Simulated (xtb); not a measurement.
C4H11O, charge +1, singlet, geometry from GFN2-xTB; xtb with GFN1-xTB.

Input for xtb:
```
$ xtb mol.xyz --gfn 1 --chrg 1 --opt --json

# file mol.xyz
16

C     -2.24999774     0.05680657     0.65719871
C     -0.91957854    -0.60356075     0.37784443
O     -0.19265742     0.21989691    -0.60105836
C      1.21783078    -0.12448274    -0.83262314
C      2.12931606     0.36425592     0.26931634
H     -2.83191991    -0.57923587     1.31812288
H     -2.81664561     0.19265522    -0.26038291
H     -2.12287966     1.01913361     1.14906141
H     -0.32607304    -0.71148858     1.28845385
H     -1.04972636    -1.57822269    -0.09606423
H     -0.23940378     1.15398591    -0.30044584
H      1.25496917    -1.20880613    -0.94553522
H      1.46722061     0.34136857    -1.78909689
H      1.91935754    -0.11527906     1.22209943
H      3.15539598     0.12414714     0.00457424
H      2.06554098     1.44445251     0.38726227
```

It wrote (shortened):

```
   ID    Z sym.   atoms
    1    6 C      1, 2, 4, 5
    2    8 O      3
    3    1 H      6-16

           -------------------------------------------------
          |                Calculation Setup                |
           -------------------------------------------------

           -------------------------------------------------
          |                 G F N 1 - x T B                 |
           -------------------------------------------------

          ...................................................
          :                      SETUP                      :
          :.................................................:
          :  # basis functions                  42          :
          :  # atomic orbitals                  42          :
          :  # shells                           32          :
          :  # electrons                        32          :
          :  # halogen bonds                     0          :
          :  max. iterations                   250          :
          :  Hamiltonian                  GFN1-xTB          :
          :  restarted?                      false          :
          :  GBSA solvation                  false          :
          :  PC potential                    false          :
          :  electronic temp.          300.0000000     K    :
          :  accuracy                    1.0000000          :
          :  -> integral cutoff          0.2500000E+02      :
          :  -> integral neglect         0.1000000E-07      :
          :  -> SCF convergence          0.1000000E-05 Eh   :
          :  -> wf. convergence          0.2000000E-04 e    :
          :  Broyden damping             0.4000000          :
          :  net charge                          1          :
          :  unpaired electrons                  0          :
          ...................................................

 iter      E             dE          RMSdq      gap      omega  full diag
   1    -18.7760185 -0.187760E+02  0.705E+00    8.90       0.0  T
   2    -18.8229183 -0.468998E-01  0.425E+00    8.87       1.0  T
   3    -18.8237686 -0.850289E-03  0.611E-01    8.34       1.0  T
   4    -18.8249227 -0.115417E-02  0.840E-02    8.39       1.0  T
   5    -18.8249490 -0.263249E-04  0.288E-02    8.43       1.0  T
   6    -18.8249579 -0.882478E-05  0.677E-03    8.43       3.7  T
   7    -18.8249583 -0.411897E-06  0.124E-03    8.44      20.2  T
   8    -18.8249583 -0.154284E-07  0.469E-05    8.44     533.3  T
[...]
 * total energy  :   -18.6096326 Eh     change       -0.4963141E-11 Eh
 * total energy  :   -18.6102523 Eh     change       -0.6196856E-03 Eh
 * total energy  :   -18.6103965 Eh     change       -0.1442446E-03 Eh
 * total energy  :   -18.6104249 Eh     change       -0.2839382E-04 Eh
 * total energy  :   -18.6104402 Eh     change       -0.1533799E-04 Eh
 * total energy  :   -18.6104472 Eh     change       -0.6975263E-05 Eh
 * total energy  :   -18.6104542 Eh     change       -0.6975172E-05 Eh
 * total energy  :   -18.6104605 Eh     change       -0.6287008E-05 Eh
 * total energy  :   -18.6104667 Eh     change       -0.6266409E-05 Eh
 * total energy  :   -18.6104730 Eh     change       -0.6228922E-05 Eh
 * total energy  :   -18.6104783 Eh     change       -0.5338948E-05 Eh
 * total energy  :   -18.6104826 Eh     change       -0.4273171E-05 Eh
   *** GEOMETRY OPTIMIZATION CONVERGED AFTER 12 ITERATIONS ***
         :: total energy             -18.610482580963 Eh    ::
[...]
     7H     0.07845  0.13228   0.922  0.000  0.000
     8H     0.06201  0.11561   0.938  0.000  0.000
     9H     0.06547  0.12713   0.935  0.000  0.000
    10H     0.08611  0.14876   0.914  0.000  0.000
    11H     0.42120  0.59244   0.579  0.000  0.000
    12H     0.08480  0.14763   0.915  0.000  0.000
    13H     0.08916  0.15120   0.911  0.000  0.000
    14H     0.06570  0.11924   0.934  0.000  0.000
    15H     0.09561  0.14754   0.904  0.000  0.000
    16H     0.06418  0.11766   0.936  0.000  0.000

Wiberg/Mayer (AO) data.
largest (>0.10) Wiberg bond orders for each atom

 ---------------------------------------------------------------------------
     #   Z sym  total        # sym  WBO       # sym  WBO       # sym  WBO
 ---------------------------------------------------------------------------
     1   6 C    3.979 --     2 C    1.020     7 H    0.981     8 H    0.981
                             6 H    0.969
     2   6 C    3.782 --     1 C    1.020     9 H    0.977    10 H    0.974
                             3 O    0.780
     3   8 O    2.402 --    11 H    0.795     2 C    0.780     4 C    0.779
     4   6 C    3.781 --     5 C    1.025    12 H    0.975    13 H    0.970
                             3 O    0.779
     5   6 C    3.983 --     4 C    1.025    14 H    0.981    16 H    0.981
                            15 H    0.969
     6   1 H    0.990 --     1 C    0.969
     7   1 H    0.994 --     1 C    0.981
     8   1 H    0.996 --     1 C    0.981
     9   1 H    1.002 --     2 C    0.977
    10   1 H    1.000 --     2 C    0.974
    11   1 H    0.839 --     3 O    0.795
    12   1 H    0.997 --     4 C    0.975
    13   1 H    0.998 --     4 C    0.970
    14   1 H    0.997 --     5 C    0.981
    15   1 H    0.990 --     5 C    0.969
    16   1 H    0.996 --     5 C    0.981
 ---------------------------------------------------------------------------

Topologies differ in total number of bonds
Writing topology from bond orders to xtbtopo.mol

 dipole moment from electron density (au)
     X       Y       Z
   0.1363   0.4380  -0.0180  total (Debye):    1.167

optimized geometry written to: xtbopt.xyz

           -------------------------------------------------
          | TOTAL ENERGY              -18.610482580963 Eh   |
          | GRADIENT NORM               0.000238164402 Eh/α |
          | HOMO-LUMO GAP               8.404535409248 eV   |
           -------------------------------------------------

normal termination of xtb
```
